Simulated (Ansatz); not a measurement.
Molecule: sum formula BOCl2, charge 0, multiplicity 2. It need not be the lowest isomer of its formula. SMILES: [O]B(Cl)Cl
Geometry: optimised at B3LYP-D3(BJ)/def2-TZVP (Ansatz, a quantum-chemistry and plane-wave program).

Quantity: atomisation energy (electronic, to ground-state atoms), in kcal/mol. Valence correlation only, unless marked. UHF or UKS for open shells. No spin-orbit coupling. Non-relativistic. The coupled-cluster limit lacks core correlation, which all-electron functionals hold. CBS marks a two-point X^-3 extrapolation of the correlation energy; Hartree-Fock from the larger set (for Q and 5 zeta extrapolated as (X+1)exp(-9√X)).

| level | program | atomisation energy (kcal/mol) |
|---|---|---|
| revPBE-D4/def2-TZVPD | Ansatz + dftd4 | 350.2 |
| PBE0/def2-SVP | Ansatz | 354.9 |
| B2GP-PLYP-D4/def2-TZVPD | Ansatz + dftd4 | 337.8 |
| PBE-QIDH/def2-TZVPD | Ansatz | 343.1 |
| MP2/CBS(aug-cc-pV(T+d)Z,aug-cc-pV(Q+d)Z) | Ansatz | 355.4 |
| CCSD/cc-pV(Q+d)Z | Ansatz | 325.1 |
| CCSD(T)/CBS(cc-pV(Q+d)Z,cc-pV(5+d)Z) | Ansatz | 339.4 |
